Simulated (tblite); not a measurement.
Record of a relaxation.

Compound: C5H11SSi (doublet state).
Atom-mapped SMILES: `[CH3:1][CH2:2][CH2:3][S:4][Si@@H:5]1[CH:6][CH2:7]1` (hydrogens: H8, H9, H10 on C1; H11, H12 on C2; H13, H14 on C3; H15 on Si5; H16 on C6; H17, H18 on C7)

Computed with GFN2-xTB (tblite), gas phase: L-BFGS steps from a force-field or distance-geometry start until the largest atomic force falls under 0.01 eV/Å. 6 of its 100 geometries are shown.

Step 0: E = -574.5588 eV, largest atomic force 5.824 eV/Å
```
atom  x, y, z in Å  |  force x, y, z in eV/Å
C1     -2.932   -0.418    0.683   -0.405   0.020   0.239
C2     -2.092    0.514   -0.184    0.329  -0.235   0.363
C3     -0.583    0.436    0.142   -0.603   0.883   0.044
S4      0.134   -1.149   -0.350   -0.285  -0.883  -0.105
Si5     2.183   -1.016    0.317   -2.026  -3.793   0.514
C6      2.864    0.498   -0.017    1.680   5.428   1.278
C7      3.017    0.346   -1.401   -0.024  -1.068  -1.065
H8     -2.766   -0.222    1.753    0.015  -0.061  -0.394
H9     -3.997   -0.249    0.476    0.263  -0.019   0.061
H10    -2.732   -1.470    0.485    0.188   0.114  -0.022
H11    -2.272    0.300   -1.238    0.145  -0.099  -0.017
H12    -2.427    1.536    0.003    0.127   0.098  -0.001
H13    -0.433    0.613    1.218    0.025  -0.202  -0.299
H14    -0.077    1.236   -0.416    0.055  -0.207   0.112
H15     2.926   -2.232   -0.055   -0.481  -0.179   0.341
H16     3.280    1.275    0.620    0.495  -0.536  -0.288
H17     3.776   -0.347   -1.742    0.508   0.989  -0.609
H18     2.122    0.355   -2.012   -0.006  -0.251  -0.153
```

Step 20: E = -576.2017 eV, largest atomic force 0.097 eV/Å
```
atom  x, y, z in Å  |  force x, y, z in eV/Å
C1     -2.941   -0.412    0.687   -0.001  -0.006   0.010
C2     -2.099    0.521   -0.173    0.046  -0.003   0.006
C3     -0.617    0.415    0.147    0.010   0.021   0.024
S4      0.034   -1.256   -0.254   -0.090  -0.021   0.024
Si5     2.119   -0.986    0.119    0.043   0.028  -0.081
C6      2.718    0.734   -0.019    0.064   0.002  -0.002
C7      2.964    0.196   -1.343    0.073   0.042  -0.048
H8     -2.766   -0.217    1.743   -0.011   0.015   0.010
H9     -3.998   -0.274    0.479   -0.012  -0.005  -0.011
H10    -2.677   -1.446    0.482    0.002  -0.009   0.003
H11    -2.257    0.287   -1.227   -0.008   0.004  -0.013
H12    -2.404    1.558   -0.004   -0.008  -0.008  -0.009
H13    -0.438    0.577    1.210   -0.006   0.000   0.003
H14    -0.039    1.139   -0.427   -0.010  -0.029  -0.010
H15     2.645   -2.336    0.215    0.003  -0.012   0.037
H16     3.600    1.071    0.519   -0.063  -0.020   0.012
H17     3.958    0.202   -1.775   -0.008  -0.034   0.007
H18     2.190    0.235   -2.097   -0.025   0.036   0.040
```

Step 40: E = -576.2117 eV, largest atomic force 0.023 eV/Å
```
atom  x, y, z in Å  |  force x, y, z in eV/Å
C1     -2.949   -0.410    0.690   -0.004   0.003   0.001
C2     -2.099    0.516   -0.170   -0.010  -0.006  -0.002
C3     -0.619    0.408    0.157   -0.002  -0.002   0.002
S4      0.018   -1.276   -0.209    0.001  -0.001  -0.002
Si5     2.122   -0.989    0.041   -0.014   0.006   0.004
C6      2.728    0.733   -0.018    0.012   0.008  -0.010
C7      2.969    0.198   -1.356   -0.006   0.006   0.005
H8     -2.797   -0.196    1.746   -0.005   0.007  -0.001
H9     -4.003   -0.285    0.459    0.000  -0.001  -0.006
H10    -2.674   -1.446    0.506    0.002   0.006   0.010
H11    -2.253    0.276   -1.224    0.002  -0.003  -0.001
H12    -2.404    1.554   -0.011    0.000  -0.008  -0.005
H13    -0.442    0.590    1.217    0.001  -0.001   0.009
H14    -0.036    1.113   -0.433    0.005   0.000  -0.004
H15     2.651   -2.326    0.240    0.004  -0.009  -0.009
H16     3.604    1.052    0.537    0.015  -0.004   0.017
H17     3.966    0.158   -1.776   -0.007   0.006  -0.009
H18     2.208    0.335   -2.115    0.005  -0.005   0.000
```

Step 59: E = -576.2143 eV, largest atomic force 0.016 eV/Å
```
atom  x, y, z in Å  |  force x, y, z in eV/Å
C1     -2.969   -0.397    0.700    0.007   0.003  -0.004
C2     -2.105    0.497   -0.180    0.006   0.002   0.003
C3     -0.628    0.401    0.168    0.010  -0.002   0.001
S4      0.028   -1.278   -0.187    0.006  -0.010  -0.002
Si5     2.137   -0.990    0.032   -0.014   0.002  -0.001
C6      2.776    0.722    0.002   -0.007   0.006  -0.003
C7      2.975    0.222   -1.356   -0.009  -0.001   0.002
H8     -2.868   -0.118    1.747    0.005   0.003  -0.009
H9     -4.016   -0.309    0.418    0.010  -0.002   0.003
H10    -2.666   -1.435    0.588   -0.002   0.006   0.002
H11    -2.247    0.223   -1.228    0.012  -0.005   0.009
H12    -2.410    1.540   -0.059   -0.011  -0.003  -0.007
H13    -0.464    0.588    1.228   -0.005   0.005   0.006
H14    -0.044    1.108   -0.418    0.006   0.006  -0.002
H15     2.658   -2.337    0.174    0.000  -0.006  -0.004
H16     3.671    1.005    0.547   -0.006  -0.005   0.006
H17     3.962    0.178   -1.802   -0.003   0.001   0.001
H18     2.200    0.388   -2.092   -0.004   0.002   0.000
```

Step 79: E = -576.2156 eV, largest atomic force 0.020 eV/Å
```
atom  x, y, z in Å  |  force x, y, z in eV/Å
C1     -2.963   -0.382    0.704   -0.001  -0.005  -0.006
C2     -2.092    0.486   -0.195   -0.002  -0.002  -0.005
C3     -0.622    0.398    0.177    0.005  -0.005   0.000
S4      0.027   -1.287   -0.161    0.015   0.001   0.003
Si5     2.139   -1.004    0.023   -0.012   0.000  -0.003
C6      2.772    0.710    0.023   -0.005  -0.002  -0.005
C7      2.952    0.240   -1.349   -0.005   0.003   0.001
H8     -2.881   -0.061    1.741   -0.006  -0.002  -0.013
H9     -4.005   -0.323    0.401    0.001   0.020   0.004
H10    -2.644   -1.419    0.636    0.000  -0.003   0.013
H11    -2.215    0.173   -1.234   -0.005   0.003  -0.009
H12    -2.402    1.532   -0.118   -0.009  -0.001   0.010
H13    -0.476    0.589    1.240    0.008   0.004   0.003
H14    -0.026    1.101   -0.401    0.006  -0.008  -0.006
H15     2.655   -2.357    0.115    0.011  -0.009   0.003
H16     3.675    0.980    0.561    0.001   0.001   0.001
H17     3.932    0.206   -1.810   -0.006   0.004  -0.002
H18     2.166    0.423   -2.071    0.002   0.002   0.010
```

Step 99: E = -576.2175 eV, largest atomic force 0.010 eV/Å
```
atom  x, y, z in Å  |  force x, y, z in eV/Å
C1     -2.961   -0.353    0.704    0.003   0.004  -0.002
C2     -2.063    0.465   -0.216    0.008   0.002  -0.003
C3     -0.598    0.367    0.175    0.004  -0.003  -0.002
S4      0.038   -1.335   -0.100    0.000   0.007   0.003
Si5     2.153   -1.036    0.017   -0.003   0.005   0.001
C6      2.756    0.688    0.068    0.003  -0.004  -0.003
C7      2.892    0.277   -1.328   -0.002   0.002   0.001
H8     -2.900    0.020    1.724    0.002  -0.003   0.009
H9     -3.995   -0.297    0.374   -0.002   0.001   0.002
H10    -2.649   -1.394    0.697   -0.005  -0.006  -0.004
H11    -2.181    0.119   -1.245   -0.005  -0.005  -0.004
H12    -2.354    1.518   -0.177   -0.009   0.002  -0.004
H13    -0.458    0.594    1.231    0.004  -0.002  -0.007
H14     0.010    1.043   -0.424    0.003  -0.004   0.006
H15     2.693   -2.383    0.038   -0.003  -0.004   0.004
H16     3.674    0.953    0.583    0.007   0.004   0.001
H17     3.855    0.281   -1.826   -0.003  -0.002  -0.001
H18     2.079    0.478   -2.013   -0.002   0.005   0.003
```

Question: Summarise the path.

Answer: The energy falls by 160.04 kJ/mol from step 0 to step 99; nine tenths of that is first reached at step 8. It falls at every step. The largest force goes from 5.824 to 0.010 eV/Å. Among the bonds Si5–C7 changes most, from 2.345 to 2.019 Å; the atoms move by 0.273 Å rms after alignment.

Question: Follow the three bonds and two angles with the largest change from start to end.

Answer: 
```json
{"step": "0", "E above end (kJ/mol)": "160.04", "largest force (eV/Å)": "5.824", "Si5–C7 (Å)": "2.345", "Si5–C6 (Å)": "1.694", "C6–C7 (Å)": "1.400", "Si5–C7–H17 (°)": "96.2", "Si5–C6–C7 (°)": "98.2"}
{"step": "4", "E above end (kJ/mol)": "79.17", "largest force (eV/Å)": "2.951", "Si5–C7 (Å)": "2.228", "Si5–C6 (Å)": "1.801", "C6–C7 (Å)": "1.406", "Si5–C7–H17 (°)": "116.9", "Si5–C6–C7 (°)": "87.1"}
{"step": "9", "E above end (kJ/mol)": "12.92", "largest force (eV/Å)": "1.146", "Si5–C7 (Å)": "2.004", "Si5–C6 (Å)": "1.808", "C6–C7 (Å)": "1.435", "Si5–C7–H17 (°)": "132.1", "Si5–C6–C7 (°)": "75.3"}
{"step": "13", "E above end (kJ/mol)": "4.11", "largest force (eV/Å)": "0.305", "Si5–C7 (Å)": "2.029", "Si5–C6 (Å)": "1.835", "C6–C7 (Å)": "1.450", "Si5–C7–H17 (°)": "130.3", "Si5–C6–C7 (°)": "75.3"}
{"step": "17", "E above end (kJ/mol)": "1.96", "largest force (eV/Å)": "0.200", "Si5–C7 (Å)": "2.060", "Si5–C6 (Å)": "1.827", "C6–C7 (Å)": "1.448", "Si5–C7–H17 (°)": "130.1", "Si5–C6–C7 (°)": "77.0"}
{"step": "22", "E above end (kJ/mol)": "1.27", "largest force (eV/Å)": "0.102", "Si5–C7 (Å)": "2.065", "Si5–C6 (Å)": "1.824", "C6–C7 (Å)": "1.451", "Si5–C7–H17 (°)": "131.6", "Si5–C6–C7 (°)": "77.3"}
{"step": "26", "E above end (kJ/mol)": "0.96", "largest force (eV/Å)": "0.071", "Si5–C7 (Å)": "2.057", "Si5–C6 (Å)": "1.826", "C6–C7 (Å)": "1.451", "Si5–C7–H17 (°)": "131.6", "Si5–C6–C7 (°)": "76.8"}
{"step": "30", "E above end (kJ/mol)": "0.79", "largest force (eV/Å)": "0.052", "Si5–C7 (Å)": "2.038", "Si5–C6 (Å)": "1.825", "C6–C7 (Å)": "1.458", "Si5–C7–H17 (°)": "130.8", "Si5–C6–C7 (°)": "75.8"}
{"step": "34", "E above end (kJ/mol)": "0.63", "largest force (eV/Å)": "0.035", "Si5–C7 (Å)": "2.022", "Si5–C6 (Å)": "1.827", "C6–C7 (Å)": "1.461", "Si5–C7–H17 (°)": "129.7", "Si5–C6–C7 (°)": "75.0"}
{"step": "39", "E above end (kJ/mol)": "0.57", "largest force (eV/Å)": "0.018", "Si5–C7 (Å)": "2.020", "Si5–C6 (Å)": "1.827", "C6–C7 (Å)": "1.461", "Si5–C7–H17 (°)": "129.3", "Si5–C6–C7 (°)": "74.9"}
{"step": "43", "E above end (kJ/mol)": "0.53", "largest force (eV/Å)": "0.030", "Si5–C7 (Å)": "2.020", "Si5–C6 (Å)": "1.827", "C6–C7 (Å)": "1.461", "Si5–C7–H17 (°)": "129.2", "Si5–C6–C7 (°)": "74.9"}
{"step": "47", "E above end (kJ/mol)": "0.48", "largest force (eV/Å)": "0.055", "Si5–C7 (Å)": "2.022", "Si5–C6 (Å)": "1.828", "C6–C7 (Å)": "1.460", "Si5–C7–H17 (°)": "129.2", "Si5–C6–C7 (°)": "75.0"}
{"step": "52", "E above end (kJ/mol)": "0.41", "largest force (eV/Å)": "0.046", "Si5–C7 (Å)": "2.025", "Si5–C6 (Å)": "1.827", "C6–C7 (Å)": "1.460", "Si5–C7–H17 (°)": "129.1", "Si5–C6–C7 (°)": "75.1"}
{"step": "56", "E above end (kJ/mol)": "0.34", "largest force (eV/Å)": "0.043", "Si5–C7 (Å)": "2.024", "Si5–C6 (Å)": "1.828", "C6–C7 (Å)": "1.460", "Si5–C7–H17 (°)": "129.4", "Si5–C6–C7 (°)": "75.1"}
{"step": "60", "E above end (kJ/mol)": "0.30", "largest force (eV/Å)": "0.022", "Si5–C7 (Å)": "2.024", "Si5–C6 (Å)": "1.827", "C6–C7 (Å)": "1.460", "Si5–C7–H17 (°)": "129.5", "Si5–C6–C7 (°)": "75.1"}
{"step": "65", "E above end (kJ/mol)": "0.27", "largest force (eV/Å)": "0.037", "Si5–C7 (Å)": "2.022", "Si5–C6 (Å)": "1.827", "C6–C7 (Å)": "1.460", "Si5–C7–H17 (°)": "129.4", "Si5–C6–C7 (°)": "75.0"}
{"step": "69", "E above end (kJ/mol)": "0.24", "largest force (eV/Å)": "0.023", "Si5–C7 (Å)": "2.023", "Si5–C6 (Å)": "1.827", "C6–C7 (Å)": "1.461", "Si5–C7–H17 (°)": "129.3", "Si5–C6–C7 (°)": "75.0"}
{"step": "73", "E above end (kJ/mol)": "0.21", "largest force (eV/Å)": "0.017", "Si5–C7 (Å)": "2.022", "Si5–C6 (Å)": "1.827", "C6–C7 (Å)": "1.461", "Si5–C7–H17 (°)": "129.3", "Si5–C6–C7 (°)": "75.0"}
{"step": "77", "E above end (kJ/mol)": "0.19", "largest force (eV/Å)": "0.019", "Si5–C7 (Å)": "2.022", "Si5–C6 (Å)": "1.826", "C6–C7 (Å)": "1.461", "Si5–C7–H17 (°)": "129.3", "Si5–C6–C7 (°)": "75.0"}
{"step": "82", "E above end (kJ/mol)": "0.15", "largest force (eV/Å)": "0.019", "Si5–C7 (Å)": "2.022", "Si5–C6 (Å)": "1.827", "C6–C7 (Å)": "1.461", "Si5–C7–H17 (°)": "129.2", "Si5–C6–C7 (°)": "75.0"}
{"step": "86", "E above end (kJ/mol)": "0.12", "largest force (eV/Å)": "0.027", "Si5–C7 (Å)": "2.020", "Si5–C6 (Å)": "1.827", "C6–C7 (Å)": "1.461", "Si5–C7–H17 (°)": "129.1", "Si5–C6–C7 (°)": "74.9"}
{"step": "90", "E above end (kJ/mol)": "0.07", "largest force (eV/Å)": "0.027", "Si5–C7 (Å)": "2.020", "Si5–C6 (Å)": "1.827", "C6–C7 (Å)": "1.462", "Si5–C7–H17 (°)": "129.3", "Si5–C6–C7 (°)": "74.9"}
{"step": "95", "E above end (kJ/mol)": "0.02", "largest force (eV/Å)": "0.025", "Si5–C7 (Å)": "2.019", "Si5–C6 (Å)": "1.827", "C6–C7 (Å)": "1.462", "Si5–C7–H17 (°)": "129.2", "Si5–C6–C7 (°)": "74.8"}
{"step": "99", "E above end (kJ/mol)": "0.00", "largest force (eV/Å)": "0.010", "Si5–C7 (Å)": "2.019", "Si5–C6 (Å)": "1.827", "C6–C7 (Å)": "1.462", "Si5–C7–H17 (°)": "129.3", "Si5–C6–C7 (°)": "74.8"}
```

The cost below is that of the whole relaxation. The run took 0.64 s wall on one thread of an Arm Neoverse V2, on a shared host.
